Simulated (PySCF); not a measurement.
**Cl²⁺: ionisation energy**

Cl²⁺ [Ne] 3s2 3p3 (4S) → Cl³⁺ [Ne] 3s2 3p2 (3P), as a difference of total energies. All numbers are calculated (PySCF 2.14, no relativity, point nucleus, in aug-cc-pV(T+d)Z with one added diffuse shell each of s, p, d, f type (7s6p5d3f, 71 functions)). Correlated levels: valence: [Ne] frozen. The calculations carry no spin-orbit coupling.

| method | ionisation energy (eV) |
| --- | --- |
| UHF | 38.963 |
| LDA | 39.668 |
| PBE | 39.585 |
| PBE0 | 39.667 |
| r2SCAN | 39.833 |
| TPSS | 39.665 |
| MN15 | 39.735 |
| r2SCAN0 | 39.818 |
| wB97X-V | 39.408 |
| MP2 (valence) | 39.615 |
| SCS-MP2 (valence) | 39.418 |

Problem. How much does correlation contribute at MP2 (valence)?

Solution. 39.615 − (38.963) = 0.652 eV, measured against UHF.

A first-order spin-orbit estimate (lowest level to lowest level, LS coupling) adds -0.100 eV.

Errors of the correlated levels include the incompleteness of this basis and the frozen core.

For comparison: 39.8 ± 0.11 eV (semi-empirical (NIST evaluation); NIST Atomic Spectra Database, ionization energies).
